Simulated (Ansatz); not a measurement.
Ansatz (a quantum-chemistry and plane-wave program) input for Sn(H)3(SiH3) (H6SiSn), SMILES [SiH3][SnH3], B3LYP-D3(BJ)/def2-TZVP. 

Ansatz 0.2 input:
```yaml
crystal:
  periodic: [false, false, false]
  atoms:
    - {symbol: Sn, position_ang: [-0.00000000, -0.00000000, -0.59850759]}
    - {symbol: Si, position_ang: [0.00000000, -0.00000000, 1.91358969]}
    - {symbol: H, position_ang: [-0.35679299, -1.45957036, -1.33272470]}
    - {symbol: H, position_ang: [1.44242151, 0.42079339, -1.33272470]}
    - {symbol: H, position_ang: [-1.08562851, 1.03877699, -1.33272469]}
    - {symbol: H, position_ang: [-1.37273285, -0.13075922, 2.37776592]}
    - {symbol: H, position_ang: [0.57312562, 1.25420114, 2.37776593]}
    - {symbol: H, position_ang: [0.79960723, -1.12344191, 2.37776591]}
basis:
  gaussian:
    orbitals: def2-TZVP
hamiltonian:
  xc: b3lyp
  dispersion: d3bj
relax: {f_tol: 0.002, max_steps: 200}
```

It prints:

```
WARN ansatz: RAYON_NUM_THREADS=1 ignored (pool sized by the plan → 1); use --threads N
Functional definition: B3LYP
integrals: 0.05 GiB planned
957 factors; their error is unknown
mean field: 0.42 GiB planned
mean field evaluation 1: about -13808.3168 eV, gradient 1.6e1 eV
mean field evaluation 2: about -13808.9010 eV, gradient 9.9e0 eV
mean field evaluation 4: about -13809.1045 eV, gradient 4.4e-1 eV
mean field evaluation 8: about -13809.1904 eV, gradient 7.5e-3 eV
mean field -13809.19037652 eV, -507.4783861316 hartree, gradient 2.9e-5 eV, S^2 0.000000; 0 other end points of the search recorded, 0 dependent functions left out
the calculation of the forces begins
reference -13809.19068013 eV, -507.4783972892 hartree; 21, 21 occupied and 102, 102 virtual orbitals, 957 factors
relax step   1: F+E_penalty+E_count = -13809.46116699 eV  Δ(F+E_penalty+E_count) = +0.000e0 eV  max|allowed force component| = 6.995e-1 eV/Å  Δτ_max = 0.0000 Å  (23 SCF iters, accepted)
these checks for a lower state are left out or cut short: starts, cluster_reference, orbital_swaps, neighbouring_geometries, increment
integrals: 0.05 GiB planned
957 factors; their error is unknown
mean field: 0.42 GiB planned
mean field evaluation 16: about -13809.2606 eV, gradient 1.9e-1 eV
mean field -13809.26073558 eV, -507.4809717794 hartree, gradient 1.8e-5 eV, S^2 0.000000; 0 other end points of the search recorded, 0 dependent functions left out
the calculation of the forces begins
reference -13809.26103914 eV, -507.4809829351 hartree; 21, 21 occupied and 102, 102 virtual orbitals, 957 factors
relax step   2: F+E_penalty+E_count = -13809.52687716 eV  Δ(F+E_penalty+E_count) = -6.571e-2 eV  max|allowed force component| = 5.661e-1 eV/Å  Δτ_max = 0.1866 Å  (26 SCF iters, accepted)
these checks for a lower state are left out or cut short: starts, cluster_reference, orbital_swaps, neighbouring_geometries, increment
integrals: 0.05 GiB planned
957 factors; their error is unknown
mean field: 0.42 GiB planned
mean field -13809.33152071 eV, -507.4835730850 hartree, gradient 7.0e-6 eV, S^2 0.000000; 0 other end points of the search recorded, 0 dependent functions left out
the calculation of the forces begins
reference -13809.33182522 eV, -507.4835842754 hartree; 21, 21 occupied and 102, 102 virtual orbitals, 957 factors
relax step   3: F+E_penalty+E_count = -13809.59803695 eV  Δ(F+E_penalty+E_count) = -7.116e-2 eV  max|allowed force component| = 1.069e-1 eV/Å  Δτ_max = 0.0959 Å  (26 SCF iters, accepted)
these checks for a lower state are left out or cut short: starts, cluster_reference, orbital_swaps, neighbouring_geometries, increment
integrals: 0.05 GiB planned
957 factors; their error is unknown
mean field: 0.42 GiB planned
mean field evaluation 32: about -13809.3323 eV, gradient 2.6e-4 eV
mean field -13809.33229402 eV, -507.4836015035 hartree, gradient 5.4e-6 eV, S^2 0.000000; 0 other end points of the search recorded, 0 dependent functions left out
the calculation of the forces begins
reference -13809.33259823 eV, -507.4836126833 hartree; 21, 21 occupied and 102, 102 virtual orbitals, 957 factors
relax step   4: F+E_penalty+E_count = -13809.59930005 eV  Δ(F+E_penalty+E_count) = -1.263e-3 eV  max|allowed force component| = 3.756e-2 eV/Å  Δτ_max = 0.0123 Å  (27 SCF iters, accepted)
these checks for a lower state are left out or cut short: starts, cluster_reference, orbital_swaps, neighbouring_geometries, increment
integrals: 0.05 GiB planned
957 factors; their error is unknown
mean field: 0.42 GiB planned
mean field -13809.33308556 eV, -507.4836305922 hartree, gradient 5.5e-6 eV, S^2 0.000000; 0 other end points of the search recorded, 0 dependent functions left out
the calculation of the forces begins
reference -13809.33338967 eV, -507.4836417681 hartree; 21, 21 occupied and 102, 102 virtual orbitals, 957 factors
relax step   5: F+E_penalty+E_count = -13809.59995284 eV  Δ(F+E_penalty+E_count) = -6.528e-4 eV  max|allowed force component| = 1.100e-2 eV/Å  Δτ_max = 0.0320 Å  (26 SCF iters, accepted)
these checks for a lower state are left out or cut short: starts, cluster_reference, orbital_swaps, neighbouring_geometries, increment
integrals: 0.05 GiB planned
957 factors; their error is unknown
mean field: 0.42 GiB planned
mean field -13809.33343673 eV, -507.4836434974 hartree, gradient 5.9e-6 eV, S^2 0.000000; 0 other end points of the search recorded, 0 dependent functions left out
the calculation of the forces begins
reference -13809.33374105 eV, -507.4836546811 hartree; 21, 21 occupied and 102, 102 virtual orbitals, 957 factors
relax step   6: F+E_penalty+E_count = -13809.60023264 eV  Δ(F+E_penalty+E_count) = -2.798e-4 eV  max|allowed force component| = 7.075e-2 eV/Å  Δτ_max = 0.0893 Å  (26 SCF iters, accepted)
these checks for a lower state are left out or cut short: starts, cluster_reference, orbital_swaps, neighbouring_geometries, increment
integrals: 0.05 GiB planned
957 factors; their error is unknown
mean field: 0.42 GiB planned
mean field -13809.33385169 eV, -507.4836587469 hartree, gradient 5.4e-6 eV, S^2 0.000000; 0 other end points of the search recorded, 0 dependent functions left out
the calculation of the forces begins
reference -13809.33415582 eV, -507.4836699235 hartree; 21, 21 occupied and 102, 102 virtual orbitals, 957 factors
relax step   7: F+E_penalty+E_count = -13809.60069030 eV  Δ(F+E_penalty+E_count) = -4.577e-4 eV  max|allowed force component| = 4.433e-2 eV/Å  Δτ_max = 0.0159 Å  (28 SCF iters, accepted)
these checks for a lower state are left out or cut short: starts, cluster_reference, orbital_swaps, neighbouring_geometries, increment
integrals: 0.05 GiB planned
957 factors; their error is unknown
mean field: 0.42 GiB planned
mean field -13809.33387255 eV, -507.4836595136 hartree, gradient 9.4e-6 eV, S^2 0.000000; 0 other end points of the search recorded, 0 dependent functions left out
the calculation of the forces begins
reference -13809.33417675 eV, -507.4836706928 hartree; 21, 21 occupied and 102, 102 virtual orbitals, 957 factors
relax step   8: F+E_penalty+E_count = -13809.60076987 eV  Δ(F+E_penalty+E_count) = -7.956e-5 eV  max|allowed force component| = 1.637e-2 eV/Å  Δτ_max = 0.0072 Å  (22 SCF iters, accepted)
these checks for a lower state are left out or cut short: starts, cluster_reference, orbital_swaps, neighbouring_geometries, increment
integrals: 0.05 GiB planned
957 factors; their error is unknown
mean field: 0.42 GiB planned
mean field evaluation 64: about -13809.3339 eV, gradient 2.5e-4 eV
mean field -13809.33391359 eV, -507.4836610219 hartree, gradient 2.2e-5 eV, S^2 0.000000; 0 other end points of the search recorded, 0 dependent functions left out
the calculation of the forces begins
reference -13809.33421778 eV, -507.4836722003 hartree; 21, 21 occupied and 102, 102 virtual orbitals, 957 factors
relax step   9: F+E_penalty+E_count = -13809.60085024 eV  Δ(F+E_penalty+E_count) = -8.037e-5 eV  max|allowed force component| = 7.158e-4 eV/Å  Δτ_max = 0.0083 Å  (21 SCF iters, accepted)
these checks for a lower state are left out or cut short: starts, cluster_reference, orbital_swaps, neighbouring_geometries, increment
integrals: 0.05 GiB planned
957 factors; their error is unknown
mean field: 0.42 GiB planned
mean field -13809.33398788 eV, -507.4836637520 hartree, gradient 5.4e-6 eV, S^2 0.000000; 0 other end points of the search recorded, 0 dependent functions left out
the calculation of the forces begins
reference -13809.33429211 eV, -507.4836749321 hartree; 21, 21 occupied and 102, 102 virtual orbitals, 957 factors
relax step  10: F+E_penalty+E_count = -13809.60088560 eV  Δ(F+E_penalty+E_count) = -3.536e-5 eV  max|allowed force component| = 6.368e-3 eV/Å  Δτ_max = 0.0170 Å  (26 SCF iters, accepted)
these checks for a lower state are left out or cut short: starts, cluster_reference, orbital_swaps, neighbouring_geometries, increment
integrals: 0.05 GiB planned
957 factors; their error is unknown
mean field: 0.42 GiB planned
mean field -13809.33388236 eV, -507.4836598740 hartree, gradient 5.4e-6 eV, S^2 0.000000; 0 other end points of the search recorded, 0 dependent functions left out
the calculation of the forces begins
reference -13809.33418653 eV, -507.4836710522 hartree; 21, 21 occupied and 102, 102 virtual orbitals, 957 factors
relax step  11: F+E_penalty+E_count = -13809.60087069 eV  Δ(F+E_penalty+E_count) = +1.490e-5 eV  max|allowed force component| = 6.931e-3 eV/Å  Δτ_max = 0.0163 Å  (26 SCF iters, rejected (line search))
these checks for a lower state are left out or cut short: starts, cluster_reference, orbital_swaps, neighbouring_geometries, increment
integrals: 0.05 GiB planned
957 factors; their error is unknown
mean field: 0.42 GiB planned
mean field -13809.33396264 eV, -507.4836628243 hartree, gradient 1.9e-5 eV, S^2 0.000000; 0 other end points of the search recorded, 0 dependent functions left out
the calculation of the forces begins
reference -13809.33426685 eV, -507.4836740039 hartree; 21, 21 occupied and 102, 102 virtual orbitals, 957 factors
relax step  12: F+E_penalty+E_count = -13809.60089914 eV  Δ(F+E_penalty+E_count) = -1.354e-5 eV  max|allowed force component| = 1.207e-3 eV/Å  Δτ_max = 0.0077 Å  (21 SCF iters, accepted)
integrals: 0.05 GiB planned
957 factors; their error is unknown
mean field: 0.42 GiB planned
mean field evaluation 96: about -13809.3340 eV, gradient 2.7e-2 eV
mean field -13809.33396264 eV, -507.4836628243 hartree, gradient 2.0e-5 eV, S^2 0.000000; 1 other end points of the search recorded, 0 dependent functions left out
the calculation of the forces begins
reference -13809.33426685 eV, -507.4836740039 hartree; 21, 21 occupied and 102, 102 virtual orbitals, 957 factors
Total energy: -13809.60120335 eV, -507.4934837392 hartree
Atom 0 at     0.000031     0.000072    -0.692474 Å, force     0.000047     0.000011    -0.001142 eV/Å
Atom 1 at     0.000020     0.000072     1.882728 Å, force    -0.000321    -0.000552    -0.000493 eV/Å
Atom 2 at    -0.504640    -1.518360    -1.304686 Å, force     0.000287     0.001000     0.000453 eV/Å
Atom 3 at     1.567318     0.322060    -1.304903 Å, force    -0.001207    -0.000070     0.000382 eV/Å
Atom 4 at    -1.062660     1.196246    -1.304840 Å, force     0.000932    -0.000774     0.000387 eV/Å
Atom 5 at    -1.363647    -0.279719     2.391332 Å, force     0.000421     0.000145     0.000152 eV/Å
Atom 6 at     0.439583     1.320757     2.391704 Å, force    -0.000036    -0.000042     0.000037 eV/Å
Atom 7 at     0.923995    -1.041128     2.391346 Å, force    -0.000123     0.000282     0.000224 eV/Å
Dipole moment:     0.000026     0.000079     0.072340 e Å
```

The calculation finished and met its thresholds.
